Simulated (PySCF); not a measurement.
Computed properties of C2H3Cl2Ga, SMILES [Cl][Ga]([Cl])[CH]=C

Ga(Cl)2(vinyl) (C2H3Cl2Ga), SMILES [Ga]([Cl])([CH]=C)[Cl]. Geometry: r2SCAN-D4/def2-SVP. The structure was generated by enumeration; whether it is a known compound was not checked. The values are those of a single conformer. All values are computed for the isolated molecule unless a solvent is named; none is compared with measurement here.

**Structure.** The optimised structure has Cs symmetry. All 18 harmonic modes at r2SCAN-D4/def2-SVP (PySCF) are real, so it is a minimum. With heavy atoms numbered as in [Ga:1]([Cl:2])([Cl:3])[CH:4]=[CH2:5], the shortest bond between them is C4–C5 at 1.343 Å and the longest Ga1–Cl3 at 2.147 Å.

**Vibrations.** The strongest infrared lines (harmonic, unscaled, degenerate partners summed) lie at 447 cm⁻¹ (88 km/mol, Cl 56 %, Ga 43 %), 604 cm⁻¹ (43 km/mol, C 60 %, H 20 %, Ga 19 %), 480 cm⁻¹ (30 km/mol, H 69 %, C 28 %). The softest mode is at 69 cm⁻¹ and the zero-point energy is 27.8 kcal/mol.

**Electronic structure.** PBE0/def2-TZVP (PySCF) places the frontier levels at -8.70 and -1.90 eV, a gap of 6.80 eV, and gives a dipole moment of 2.98 D and a mean polarisability of 73.3 bohr³. PBE/def2-TZVP (PySCF) at the same geometry gives -7.49 and -2.76 eV, so its gap is 2.07 eV narrower. An orbital gap is neither the optical nor the fundamental gap.

**Excitations.** TDA-CAM-B3LYP/def2-SVPD (PySCF) has S1 at 5.75 eV (215 nm, f = 0.001, dark); the most intense of the 10 singlets computed lies at 7.04 eV (f = 0.31). T1 (TDA) is at 4.02 eV, 1.73 eV under S1. TDA-PBE/def2-SVPD (PySCF) puts S1 at 4.83 eV. No vertical singlet excitation falls in the visible range (under 3.1 eV).

**NMR.** GIAO shifts at PBE0/pcSseg-1 (PySCF) (non-relativistic, atoms alike by connectivity averaged): ¹³C from 144.4 to 159.2 ppm against TMS; ¹H from 6.8 to 7.2 ppm against TMS. Without spin–orbit terms, shifts of atoms bonded to Cl or Br come out too high.
